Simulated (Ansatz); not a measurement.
Molecule: WH, net charge 0, sextet state. SMILES: [WH]

Atoms: W1, H2. Bonds: W1-H2.

Bond lengths (Å) and angles (degrees) optimised at HF/6-31G* with LANL2DZ past Ar with Ansatz (an electronic-structure program); PBE/6-31G* with LANL2DZ past Ar with Ansatz; B3LYP/LANL2DZ with Ansatz; B3LYP/6-31G* with LANL2DZ past Ar with Ansatz; MP2/6-31G* with LANL2DZ past Ar with Ansatz, each started from the B3LYP-D3(BJ)/def2-TZVP structure (Ansatz) of the last column. A row stands for all coordinates that are equal there. 6-31G* holds six Cartesian d functions.

| coordinate | HF/6-31G* with LANL2DZ past Ar | PBE/6-31G* with LANL2DZ past Ar | B3LYP/LANL2DZ | B3LYP/6-31G* with LANL2DZ past Ar | MP2/6-31G* with LANL2DZ past Ar | B3LYP-D3(BJ)/def2-TZVP |
|---|---|---|---|---|---|---|
| W1-H2 | 1.754 | 1.711 | 1.714 | 1.713 | 1.749 | 1.721 |

Mean signed difference of all 1 bond lengths from B3LYP-D3(BJ)/def2-TZVP: HF/6-31G* with LANL2DZ past Ar 0.033 Å, PBE/6-31G* with LANL2DZ past Ar -0.010 Å, B3LYP/LANL2DZ -0.007 Å, B3LYP/6-31G* with LANL2DZ past Ar -0.008 Å, MP2/6-31G* with LANL2DZ past Ar 0.029 Å.
